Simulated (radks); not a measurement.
Charge is removed step by step from the 3s down level of K5+, starting from [Ne] 3s(up 1, down 1) 3p2. Method: non-relativistic Kohn-Sham, PBE, spin-polarised, spherical densities, point nucleus; open shells are filled with parallel spins first; computed with a radial shooting solver on a logarithmic mesh with Libxc functionals.

removed (e)	E - E(0) (eV)	eigenvalue (eV)	E minus straight line (eV)
0	0.000	-104.66	0.000
0.125	13.213	-106.75	-0.919
0.25	26.687	-108.84	-1.576
0.375	40.422	-110.92	-1.973
0.5	54.419	-113.02	-2.108
0.625	68.678	-115.14	-1.980
0.75	83.205	-117.31	-1.585
0.875	98.007	-119.53	-0.914
1	113.05	-120.15	0.000

Removing the whole electron costs 113.05 eV by Delta-SCF, against 104.66 eV from minus the eigenvalue at the starting occupation. Slater's transition state (half an electron removed) gives 113.02 eV. Integrating minus the eigenvalue over the occupation (Janak's theorem) gives 113.02 eV. The mean slope of the eigenvalue, de/dn, is 15.5 eV per electron.
